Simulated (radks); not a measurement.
Question: Species: Nb5+. Configuration: [Kr]. Method: scalar-relativistic Kohn-Sham, PBE, spin-unpolarised, spherical densities, finite nucleus; Fermi nuclear charge, rms radius 4.324 fm; computed with a radial shooting solver on a logarithmic mesh with Libxc functionals. Some entries of the table are withheld. Estimate them.

orbital  occ.  eigenvalue (hartree)  <1/r> (bohr^-1)  r(max) (bohr)
1s          2             -693.5433            42.40        0.02349
2s          2             -99.06897            9.526         0.1332
2p          6             -88.71491            9.272            (1)
3s          2             -18.48745            3.255            (2)
3p          6             -15.10253            3.093         0.3892
3d         10              -9.57361              (3)         0.3342
4s          2              -4.37797            1.209          1.020
4p          6              -3.45466              (4)          1.098
4d          0                   (5)           0.8568            (6)
5s          0              -1.66512           0.5433          2.335
5p          0              -1.38884           0.4896          2.594

Answer: 
(1) 2p r(max) (bohr): 0.1065
(2) 3s r(max) (bohr): 0.3954
(3) 3d <1/r> (bohr^-1): 2.859
(4) 4p <1/r> (bohr^-1): 1.090
(5) 4d eigenvalue (hartree): -2.10711
(6) 4d r(max) (bohr): 1.310
